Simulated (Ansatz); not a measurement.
An input meant for [In(H2O)6]3+ (InO6H12³⁺) (charge 3, singlet; atoms displaced at random, 0.15 Å in each coordinate).

```yaml
crystal:
  periodic: [false, false, false]
  atoms:
    - {symbol: In, position_ang: [-0.613595, 0.225853, 0.108208]}
    - {symbol: O, position_ang: [0.269654, 0.333165, 2.280793]}
    - {symbol: H, position_ang: [-0.808859, 0.186826, 3.077636]}
    - {symbol: H, position_ang: [0.778630, 0.757841, 2.583922]}
    - {symbol: O, position_ang: [-0.073673, -0.175476, -2.247888]}
    - {symbol: H, position_ang: [0.198800, -1.061661, -2.474823]}
    - {symbol: H, position_ang: [0.203208, 0.457299, -2.652499]}
    - {symbol: O, position_ang: [1.964794, 0.260725, -0.008111]}
    - {symbol: H, position_ang: [2.574441, 0.889011, 0.030084]}
    - {symbol: H, position_ang: [2.842708, -0.590243, 0.038759]}
    - {symbol: O, position_ang: [-2.354365, -0.115998, 0.027479]}
    - {symbol: H, position_ang: [-2.535040, -0.419566, -0.690426]}
    - {symbol: H, position_ang: [-2.585040, -0.469566, -0.740426]}
    - {symbol: O, position_ang: [-0.065922, 2.337233, -0.229255]}
    - {symbol: H, position_ang: [-0.152130, 2.753331, 0.618642]}
    - {symbol: H, position_ang: [-0.432676, 2.885779, -0.923733]}
    - {symbol: O, position_ang: [0.083265, -2.326052, -0.065470]}
    - {symbol: H, position_ang: [-0.718894, -2.889977, 0.265763]}
    - {symbol: H, position_ang: [0.799911, -2.802667, 0.355917]}
basis:
  gaussian: {orbitals: def2-TZVP}
total_charge: 3
hamiltonian: {xc: {name: r2SCAN50}, pseudopotentials: {relativity: scalar}}
```

```sh
$ ansatz run in.yaml --threads 4 --pin off --events-out ev --progress --plain --max-ram 8704MiB
```

Output, abridged:

```
Functional definition: r2SCAN50
2115 factors; their error is unknown
mean field evaluation 1: about -17443.6228 eV, gradient 1.7e2 eV
mean field evaluation 2: about -17426.6267 eV, gradient 1.8e2 eV
mean field evaluation 4: about -17485.4110 eV, gradient 9.0e0 eV
mean field evaluation 8: about -17485.5330 eV, gradient 1.7e-1 eV
mean field evaluation 16: about -17485.6907 eV, gradient 1.1e-3 eV
mean field -17485.69072203 eV, -642.5872818076 hartree, gradient 4.9e-5 eV, S^2 0.000000; 0 other end points of the search recorded, 0 dependent functions left out
reference -17485.69073017 eV, -642.5872821070 hartree; 39, 39 occupied and 269, 269 virtual orbitals, 2115 factors
Total energy: -17485.69073017 eV, -642.5872821070 hartree
Relativity: scalar
```

(1) Something in this input is off. What?

## Answers

(1) One atom was put on top of another. Self-consistency was reached. The result belongs to that input, not to the species as meant.
